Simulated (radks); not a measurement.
The tellurium ion Te4+, configuration [Kr] 4d9 5s2 6s1 (not the ground configuration).

All-electron calculation, Dirac Kohn-Sham, BLYP, spin-unpolarised, spherical densities, finite nucleus; open shells fill j = l - 1/2 first; Fermi nuclear charge, rms radius 4.7423 fm. Program: a radial shooting solver on a logarithmic mesh with Libxc functionals.

Energy parts (eV):
part                       energy
total                 -184807.154
kinetic                195457.390
electron-nucleus      -446224.534
Hartree                 70715.132
exchange-correlation    -4755.143

Orbitals (lengths in bohr, moments of r in powers of bohr; r(90%) holds 90 % of the orbital's charge):
orbital  occ.  eigenvalue (eV)   <1/r>  r(90%)  small-component weight
1s1/2       2        -31668.49   55.57  0.0500                3.66e-02
2s1/2       2        -4905.008   12.94   0.185                7.80e-03
2p1/2       2        -4599.964   12.93   0.165                7.83e-03
2p3/2       4        -4325.336   11.96   0.173                7.45e-03
3s1/2       2        -1022.533   4.603   0.473                2.29e-03
3p1/2       2        -897.0720   4.514   0.470                2.24e-03
3p3/2       4        -845.8639   4.276   0.486                2.13e-03
3d3/2       4        -624.4265   4.128   0.464                2.02e-03
3d5/2       6        -613.7111   4.067   0.468                1.98e-03
4s1/2       2        -220.4043   1.849    1.10                6.54e-04
4p1/2       2        -176.9868   1.740    1.16                5.94e-04
4p3/2       4        -167.0291   1.664    1.20                5.62e-04
4d3/2       4         -97.1644   1.422    1.41                4.29e-04
4d5/2       5         -95.5962   1.403    1.43                4.21e-04
5s1/2       2         -59.7960  0.7341    2.56                1.48e-04
6s1/2       1         -26.3701  0.3668    5.00                5.17e-05

The highest occupied level is 6s1/2 at -26.370 eV. The density falls to 0.001 e/bohr^3 at r = 4.49 bohr. The electron density at the nucleus is 2.281e+05 e/bohr^3. Summed over all electrons, <r^2> = 38.67 bohr^2, which gives a Langevin (diamagnetic) susceptibility term of -30.6 x 10^-6 cm^3/mol.
